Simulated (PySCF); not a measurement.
A structure optimised at B3LYP-D3(BJ)/def2-SVP, used in a PySCF frequency run:

```
C
F 1 1.3816
H 1 1.1094 2 107.87
C 1 1.5413 3 109.10 2 -124.19
H 4 1.1008 1 114.54 3 45.84
H 4 1.1039 5 108.24 1 -121.02
Si 4 1.9277 5 119.37 6 -122.04
H 7 1.4870 4 115.62 5 92.70
H 7 1.4911 8 110.40 4 130.47
Si 1 1.9304 3 107.08 2 129.77
H 10 1.4880 1 118.55 3 -38.53
Cl 10 2.0857 11 108.31 1 126.38
```

### Question
Write its SMILES and formula.

### Answer
F[C@H]1C[SiH2][Si@H]1Cl, C2H6ClFSi2

### Question
What are its rotational constants (standard atomic weights)?

### Answer
2.0658, 1.6017, 1.0908 GHz
